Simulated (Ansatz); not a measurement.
`N[SiH](N)[Ga]([F])[Cl]` + `N[SiH3]` → `N[SiH](N)N[SiH3]` + `[F][GaH][Cl]`  (cleavage of the Si–Ga bond)

Gas-phase electronic energies from Ansatz, PBE0-D4/def2-TZVP geometries. CCSD(T)/CBS is the MP2 limit (def2-TZVPP, def2-QZVPP) plus CCSD(T) − MP2 in def2-TZVPP, frozen cores. This one scheme is used for every species. DFT in def2-TZVPP. For Ga outer-core shells are correlated without core-valence functions, which leaves a few kJ/mol of doubt a bond. Scalar relativity is left out up to krypton. One conformer a species, not always the lowest.

Problem. Is it downhill or uphill in electronic energy at CCSD(T)/CBS, and by how much? (An estimate is asked.)

Solution. Ansatz gave: Downhill: ΔE = -0.57 eV.

Problem. What do these levels give: r2SCAN-D4, HF/def2-TZVPP, SCS-MP2/def2-TZVPP, CCSD/def2-TZVPP, HF/def2-QZVPP, MP2/def2-QZVPP? (Estimate.)

Solution. The calculation gave: r2SCAN-D4 -0.52, HF/def2-TZVPP -0.73, SCS-MP2/def2-TZVPP -0.67, CCSD/def2-TZVPP -0.64, HF/def2-QZVPP -0.75, MP2/def2-QZVPP -0.64 eV.

Largest T1 diagnostic among the species: 0.013.

The D4 term adds −0.04 eV with B3LYP and −0.02 eV with PBE0; it sums over pairs of atoms, weighted by their polarisabilities, and B3LYP, whose exchange is more repulsive, gets the larger term. From PBE to PBE0 (25 % exact exchange), in def2-TZVPP and without D4, ΔE moves by −0.12 eV. In def2-TZVPP, CCSD(T) changes the Hartree–Fock value by +0.10 eV (the triples alone add +0.01 eV) and MP2 by +0.06 eV.

B3LYP here is the variant with VWN-RPA as its local correlation; programs differ in this.
